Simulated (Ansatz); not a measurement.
The cluster Mg₇O₈⁺. Charge 1, multiplicity 2. Geometry r2SCAN-D4/def2-SVP, that of the neutral singlet; atoms count from 1.

```xyz
15

Mg    0.9629   -3.4739    1.7398
Mg   -0.0007   -2.8662    4.3524
Mg    0.4693    1.3370   -3.7438
Mg   -0.6958    3.9114   -3.3727
Mg    0.4607   -0.6898   -0.6466
Mg   -0.5369    1.8561   -0.8489
Mg   -0.2817   -0.6370    1.9924
O     0.3732    0.4903   -2.1115
O     0.3077    0.8803    0.7449
O     0.8196   -4.2212    3.4050
O     0.0912    2.8671   -4.6753
O     0.6261   -1.9853    0.7099
O    -0.5068   -1.2369    3.7296
O    -1.0996    0.2981    0.3603
O    -0.9892    3.4701   -1.6355
```

The structure holds one bond between oxygen atoms, so isomers without such links may lie far lower. The structure comes from a short search, and lower isomers may exist.

Estimate the Mulliken populations from the PBE0/def2-SVP orbitals of Ansatz.


```csv
atom,charge (e),spin (α − β)
Mg1,0.93,-0.03
Mg2,0.93,-0.08
Mg3,0.93,-0.03
Mg4,0.93,-0.08
Mg5,1.14,0.00
Mg6,1.10,-0.01
Mg7,1.10,-0.01
O8,-0.97,0.01
O9,-0.53,0.00
O10,-0.78,0.20
O11,-0.78,0.20
O12,-0.97,0.01
O13,-0.74,0.41
O14,-0.53,0.00
O15,-0.74,0.41
```
Mulliken values depend strongly on the basis.

Where does the spin sit?

Summed by element: Mg -0.23, O 1.23, of 1 unpaired in all. Largest on single atoms: O13 0.41, O15 0.41, O10 0.20.

And the Mayer bond orders between heavy atoms (over 0.3)?

Mg1–O10 0.92 (1.83 Å); Mg1–O12 0.86 (1.84 Å); Mg2–O10 0.94 (1.85 Å); Mg2–O13 0.87 (1.82 Å); Mg3–O8 0.86 (1.84 Å); Mg3–O11 0.92 (1.83 Å); Mg4–O11 0.94 (1.85 Å); Mg4–O15 0.87 (1.82 Å); Mg5–O8 0.57 (1.88 Å); Mg5–O12 0.57 (1.88 Å); Mg6–O8 0.35 (2.07 Å); Mg6–O9 0.32 (2.05 Å); Mg6–O14 0.32 (2.05 Å); Mg6–O15 0.66 (1.85 Å); Mg7–O9 0.32 (2.05 Å); Mg7–O12 0.35 (2.07 Å); Mg7–O13 0.66 (1.85 Å); Mg7–O14 0.32 (2.05 Å); O9–O14 0.88 (1.57 Å).
